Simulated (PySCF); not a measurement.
Bonds (- single, = double, # triple, : aromatic): N1#C2, C2-C3, C3=C4, C4-Si5, Si5-O6, O6-C7, C7-C8, C8-C9, C9-C7. C3 carries H10; C4 carries H11; Si5 carries H12, H13; C7 carries H14; C8 carries H15, H16; C9 carries H17, H18. Stereochemistry as in N#C/C=C/[SiH2]OC1CC1. H15, H17 are cis to O6 on the ring; H16, H18 are trans to O6 on the ring.

Computed data (PySCF 2.14.0 with density-fitted response routines): shielding tensors at PBE0/pcSseg-1 (GIAO), GFN2-xTB structure. Single conformer, isolated molecule, equivalent nuclei averaged, non-relativistic.

Task: Predict the 2D correlation tables (HSQC, COSY, HMBC).

Result: 

HSQC (one-bond C–H):
| δH | δC |
| --- | --- |
| 7.50 (H11) | 165.5 (C4) |
| 5.58 (H10) | 121.9 (C3) |
| 3.80 (H14) | 50.3 (C7) |
| 0.59 (H15/H17) | 6.9 (C8/C9) |
| 0.55 (H16/H18) | 6.9 (C8/C9) |

COSY cross peaks (H two or three bonds apart, from the bond graph; peaks can be absent where the dihedral angle is near 90°):
| δH | δH |
| --- | --- |
| 7.50 (H11) | 5.58 (H10) |
| 7.50 (H11) | 5.03 (H12/H13) |
| 3.80 (H14) | 0.59 (H15/H17) |
| 3.80 (H14) | 0.55 (H16/H18) |
| 0.59 (H15/H17) | 0.55 (H16/H18) |

HMBC (two and three bonds, from the bond graph):
| δH | δC |
| --- | --- |
| 7.50 (H11) | 122.3 (C2), 121.9 (C3) |
| 5.58 (H10) | 165.5 (C4), 122.3 (C2) |
| 5.03 (H12/H13) | 165.5 (C4), 121.9 (C3), 50.3 (C7) |
| 3.80 (H14) | 6.9 (C8/C9) |
| 0.59 (H15/H17) | 50.3 (C7), 6.9 (C8/C9) |
| 0.55 (H16/H18) | 50.3 (C7), 6.9 (C8/C9) |

Shifts are taken against calculated references (same method and geometry level): $^{1}$H and $^{13}$C against TMS.

Short H···H contacts in this conformer between protons four or more bonds apart (candidates for NOE cross peaks, intensity ∝ r⁻⁶): H11···H15 2.70 Å, H13···H17 2.73 Å.

Shifts are as computed. Against solution values, carbons near 30 ppm lie about +3 ppm off and those near 130 ppm about +5 ppm. Of 1211 compounds with measured shifts, 218 miss one by over three times the rms of a fit or turn the order of signals round; such compounds aren't used in these exercises.
